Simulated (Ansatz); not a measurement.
Loss of H2: C4H6F4 → C4H4F4 + H2

Gas-phase species: C4H6F4 `FC(F)CCC(F)F`, singlet; C4H4F4 `FC(F)/C=C\C(F)F`, singlet; H2 (hydrogen), singlet. This is a balance of energies; it says nothing on the path, which may need atoms to shift.

Shapes, held fixed at every level: PBE0-D4/def2-TZVP. Flexible molecules stand in one conformer, not always the lowest. Programs: Ansatz 0.2.0. The zero-point and thermal change to 298 K, harmonic and unscaled (PBE0-D4/def2-TZVP), is -29.5 kJ/mol.

```csv
level,kind,ΔH(298 K) (kJ/mol)
PBE-D4/def2-TZVPP,GGA,+155.4
B3LYP-D4/def2-TZVPP,global hybrid,+148.2
BHLYP-D4/def2-TZVPP,global hybrid,+165.4
r2SCAN0-D4/def2-TZVPP,global hybrid,+173.3
B2PLYP/def2-TZVPP,double hybrid,+151.8
CCSD(T)/def2-SVP,coupled cluster or CI,+166.6
MP2/def2-TZVPP,perturbation theory,+162.4
```

MP2/def2-TZVPP gives ΔH(298 K) = +162.4 kJ/mol; the levels span +148.2 to +173.3. The median of the levels is +162.4. No measured value is set beside it here.
